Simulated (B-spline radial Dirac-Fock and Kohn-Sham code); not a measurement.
**Zn¹⁰⁺: L3-M23M23 lines in intermediate coupling**

System: Zn¹⁰⁺, [Ar] 3d2.

Method: Dirac-Fock (average of configuration) total-energy differences with a finite nucleus, the Breit interaction including its frequency dependence, and self-energy and vacuum-polarisation corrections. Computed with a radial B-spline solver. The two-hole levels come from diagonalising the Coulomb interaction among the jj configurations; intensities are independent-particle Coulomb rates. Kinetic energies are from the vacuum level. The model has no electron correlation. Open outer shells are spectators and are not coupled to the holes.

```csv
kinetic energy (eV),J,leading jj holes (weight),leading LS term (weight),intensity (%)
589.9,0,M2M2 (0.67),¹S0 (0.89),6.8
598.1,2,M2M3 (0.89),¹D2 (0.93),34.5
602.2,1,M2M3 (1.00),³P1 (1.00),12.2
602.2,0,M3M3 (0.67),³P0 (0.89),7.2
605.5,2,M3M3 (0.89),³P2 (0.93),39.3
```

The strongest line, by its leading LS label ³P2, lies at 605.5 eV. The mean weight of the leading component is 0.82 in jj and 0.92 in LS coupling, so LS labels describe these levels better.
